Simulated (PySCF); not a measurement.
Gas-phase reaction: (H2SiO)3 + H2O + 4 HO2 → 3 Si(OH)4

Energies from PySCF, thermal terms from the rigid-rotor harmonic-oscillator model, ideal gas at 1 bar. † marks an energy on the PBE0/def2-TZVP geometry and frequencies. MP2 and CCSD(T) freeze the core. Open shells (unrestricted): HO2 (multiplicity 2); the rest are closed-shell singlets. B3LYP is the form with VWN-RPA correlation. (H2SiO)3: computed as isolated molecules; such fragments, hydroxides, amides, oligomers or adducts are transient or little studied in the gas. MP2 isn't extrapolated to the basis-set limit; its ΔH°(298 K) is -2583.9 kJ in def2-SVP and -2796.6 kJ in def2-TZVPP. CCSD(T) isn't extrapolated to the basis-set limit. The harmonic model lacks anharmonicity and excited electronic states, which grow with temperature; levels with a mode under 35 cm⁻¹ are left out. Internal rotation in Si(OH)4 is treated as a harmonic vibration of one conformer, which makes the entropy rough. Soft modes under 120 cm⁻¹ make the harmonic entropy rough for (H2SiO)3.

| level | ΔE electronic, kJ | ΔH°(298 K), kJ | ΔS°(298 K), J/K | ΔG°(1000 K), kJ |
|---|---|---|---|---|
| B3LYP/def2-TZVP† | -2497 | -2435 | -467 | -1996 |
| BLYP/def2-TZVP† | -2390 | -2327 | -467 | -1889 |
| CCSD(T)/def2-SVP† | -2439 | -2376 | -467 | -1938 |
| HF/def2-TZVP† | -2426 | -2364 | -467 | -1925 |
| M06-2X/def2-TZVP† | -2703 | -2640 | -467 | -2202 |
| MP2/def2-TZVPP† | -2859 | -2797 | -467 | -2358 |
| PBE0/def2-SVP† | -2418 | -2355 | -467 | -1917 |
ΔH° is lowest at MP2/def2-TZVPP† and highest at BLYP/def2-TZVP†. No reference value is set beside these.
